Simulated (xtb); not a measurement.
F₂H₃N₂Nb, SMILES [Nb]([F])([NH2])(=[NH])[F], multiplicity 1. All values are semi-empirical tight-binding results from xtb (GFN2-xTB unless named), good for trends rather than for accurate numbers. Coordinates come from a GFN2-xTB optimisation. The multiplicity is an assumed one; other spin states were not compared. One conformer was computed; it need not be the lowest.

Optimised geometry:

Bonded distances (Å): Nb1–N2 1.768, Nb1–F4 1.851, Nb1–F5 1.851, Nb1–N6 1.955, N2–H3 1.020, N6–H7 1.020, N6–H8 1.026. Bond angles (°): N2–Nb1–F4 110.3, N2–Nb1–F5 110.3, N2–Nb1–N6 100.2, F4–Nb1–F5 116.7, F4–Nb1–N6 108.9, F5–Nb1–N6 108.9, Nb1–N2–H3 174.7, Nb1–N6–H7 132.1, Nb1–N6–H8 119.5, H7–N6–H8 108.3.

For metal compounds this method's bond lengths and energies can be far off.

```json
{
 "point_group_as_xtb_finds_it": "Cs",
 "orbital_gap": "3.54 eV",
 "zero_point_energy": "24.5 kcal/mol",
 "G − E(el) at 298.15 K (modified RRHO)": "4.3 kcal/mol"
}
```

Computed atomic charges and the Wiberg bond orders between heavy atoms:
charges (e) Nb1 0.43, N2 -0.26, H3 0.24, F4 -0.28, F5 -0.28, N6 -0.30, H7 0.22, H8 0.21. Bond orders Nb1–N2 2.49, Nb1–F4 1.10, Nb1–F5 1.10, Nb1–N6 1.43.
